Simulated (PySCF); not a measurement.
Isomers of [C7H14P]+ (charge +1), mass 129.083 u with the commonest isotopes. The calculation used PBE0-D3(BJ)/def2-SVP geometry optimisation, gas phase (PySCF). One conformer each, none proved a minimum here; rigid rotors.

Question: Order these by dipole moment (about the centre of mass), smallest first.
A. `[CH:1]#[C:2][CH2:3][PH2+:4][CH2:5][CH2:6][CH2:7][CH3:8]` (charge +1) with C2–C3–P4–C5 -179°, C3–P4–C5–C6 -167°, P4–C5–C6–C7 -57°, C5–C6–C7–C8 -174°
B. `[CH2:1]=[CH:2][P@@H+:3]([CH3:4])[CH:5]1[CH2:6][CH2:7][CH2:8]1` (charge +1) with C1–C2–P3–C4 123°, C2–P3–C5–C6 64°, P3–C5–C6–C7 139°, C5–C6–C7–C8 -18°, C6–C7–C8–C5 18°, P3–C5–C8–C7 -139°
C. `[CH3:1][C:2]1=[CH:3][CH2:4][P+:5]([CH3:6])([CH3:7])[CH2:8]1` (charge +1) with C2–C3–C4–P5 15°, C3–C4–P5–C6 94°, C4–P5–C8–C2 20°, C1–C2–C8–P5 167°

Answer: A (1.84 D), B (2.71 D), C (3.04 D).

Question: Order these by rotational constant C, largest first.
A. `[CH2:1]=[CH:2][P@@H+:3]([CH3:4])[CH:5]1[CH2:6][CH2:7][CH2:8]1` (charge +1) with C1–C2–P3–C4 123°, C2–P3–C5–C6 64°, P3–C5–C6–C7 139°, C5–C6–C7–C8 -18°, C6–C7–C8–C5 18°, P3–C5–C8–C7 -139°
B. `[CH3:1][C:2]1=[CH:3][CH2:4][P+:5]([CH3:6])([CH3:7])[CH2:8]1` (charge +1) with C2–C3–C4–P5 15°, C3–C4–P5–C6 94°, C4–P5–C8–C2 20°, C1–C2–C8–P5 167°
C. `[CH:1]#[C:2][CH2:3][PH2+:4][CH2:5][CH2:6][CH2:7][CH3:8]` (charge +1) with C2–C3–P4–C5 -179°, C3–P4–C5–C6 -167°, P4–C5–C6–C7 -57°, C5–C6–C7–C8 -174°

Answer: B (1121 MHz), A (859.8 MHz), C (543.7 MHz).

Question: Order these by rotational constant A, largest first.
A. `[CH2:1]=[CH:2][P@@H+:3]([CH3:4])[CH:5]1[CH2:6][CH2:7][CH2:8]1` (charge +1) with C1–C2–P3–C4 123°, C2–P3–C5–C6 64°, P3–C5–C6–C7 139°, C5–C6–C7–C8 -18°, C6–C7–C8–C5 18°, P3–C5–C8–C7 -139°
B. `[CH:1]#[C:2][CH2:3][PH2+:4][CH2:5][CH2:6][CH2:7][CH3:8]` (charge +1) with C2–C3–P4–C5 -179°, C3–P4–C5–C6 -167°, P4–C5–C6–C7 -57°, C5–C6–C7–C8 -174°
C. `[CH3:1][C:2]1=[CH:3][CH2:4][P+:5]([CH3:6])([CH3:7])[CH2:8]1` (charge +1) with C2–C3–C4–P5 15°, C3–C4–P5–C6 94°, C4–P5–C8–C2 20°, C1–C2–C8–P5 167°

Answer: B (4806 MHz), C (2955 MHz), A (2636 MHz).

```json
{"SMILES": "CC1=CC[P+](C)(C)C1", "point group": "C1", "Ia (u·Å²)": "171.00", "Ib (u·Å²)": "433.35", "Ic (u·Å²)": "450.89", "κ": "-0.95", "μa (D)": "2.99", "μb (D)": "0.55", "μc (D)": "0.01"}
{"SMILES": "C#CC[PH2+]CCCC", "point group": "C1", "Ia (u·Å²)": "105.16", "Ib (u·Å²)": "854.95", "Ic (u·Å²)": "929.46", "κ": "-0.98", "μa (D)": "1.52", "μb (D)": "1.05", "μc (D)": "0.01"}
{"SMILES": "C=C[P@@H+](C)C1CCC1", "point group": "C1", "Ia (u·Å²)": "191.69", "Ib (u·Å²)": "443.64", "Ic (u·Å²)": "587.79", "κ": "-0.69", "μa (D)": "2.51", "μb (D)": "0.99", "μc (D)": "0.22"}
```
